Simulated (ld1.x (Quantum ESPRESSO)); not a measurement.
## Sb (Z = 51): one change to an ultrasoft potential, before and after

ld1.x (Quantum ESPRESSO) 7.5 input, shortened:

```
&input
   title='Sb', zed=51., rel=1, dft='PBESOL', iswitch=3,
   config='[Kr] 4d10 5s2 5p3'
 /
 &inputp
   pseudotype=3, tm=.true., lloc=-1, rcloc=1.80,
   nlcc=.false.
 /
6
5S  1  0   2.00   0.00  1.35  1.90  0.0
5S  1  0   0.00  -0.35  1.35  1.90  0.0
5P  2  1   3.00   0.00  2.25  2.50  0.0
5P  2  1   0.00   0.10  2.25  2.50  0.0
4D  3  2  10.00   0.00  0.95  1.00  0.0
4D  3  2   0.00  -1.65  0.95  1.00  0.0
 &test
   configts(1)='4d10 5s2 5p3'
 /
```

Change: waves 5s (bound): rcut 1.35, rcutus 1.72 bohr; 5s channel at -0.35 Ry: rcut 1.35, rcutus 1.72 bohr.

Cutoffs: the cutoffs (Ry, on a coarse ladder) from which the occupation-weighted sum of valence levels, in a spherical-Bessel basis at the reference potential, stays within 10 and 1 mRy of its value at 400 Ry; they do not see the model core or the augmentation charge, which bear on the density cutoff. Errors are all-electron minus pseudo energies relative to the spin-unpolarised reference configuration.

Q: Predict the effect on cutoff, ghosts and configuration errors.

A: The potential gets neither clearly harder nor softer (120 Ry and 230 Ry → 120 Ry and 230 Ry); a bound ghost appears in s, which as a rule spoils a file; the number of tests that count goes from 7 to 4 (the test run of the changed file stopped, so its transferability is not established); the errors of the 4 common tests hardly move; the range in which the s phases agree widens (upper end 0.6 → at the end of the scan).

| quantity | base | changed |
| --- | --- | --- |
| cutoff, loose | 120 Ry | 120 Ry |
| cutoff, tight | 230 Ry | 230 Ry |
| loose cutoff by channel (10 mRy a level) | s 8 Ry, p 6 Ry, d 90 Ry | s 12 Ry, p 6 Ry, d 90 Ry |
| bound ghosts | none | s |
| tests counted (converged, no solver errors) | 7 of 7 | 4 of 7 (the test run stopped) |
| error for 4d10 5s2 5p2, meV [ΔE 8.34 eV] | -2.8 | -2.9 |
| error for 4d10 5s2 5p1, meV [ΔE 24.36 eV] | -10 | -11 |
| error for 4d10 5s2 5p0, meV [ΔE 48.80 eV] | -22 | -23 |
| error for 4d10 5s2 5p2.5, meV [ΔE 3.27 eV] | -1.0 | -1.0 |
| s: phases at 2.72 bohr within 0.05 rad from the reference energy up to (Ry; the scan ends near 5) | 0.6 | to the end of the scan |
| p: phases at 2.72 bohr within 0.05 rad from the reference energy up to (Ry; the scan ends near 5) | 3.7 | 3.7 |
| d: phases at 2.72 bohr within 0.05 rad from the reference energy up to (Ry; the scan ends near 5) | to the end of the scan | to the end of the scan |
| lowest overlap eigenvalue by channel | s 0.51, p 0.49, d 0.96 | s 0.75, p 0.49, d 0.96 |

Changed file: Tests not counted: 4d10 5s1 5p0 (solver errors, printed error -5.3 eV). A true bound ghost makes a file unfit for plane-wave use even where its test errors are small: the radial tests pick states by their node count and pass the ghost by. Where a test does run into it, the solver fails or the error is huge.
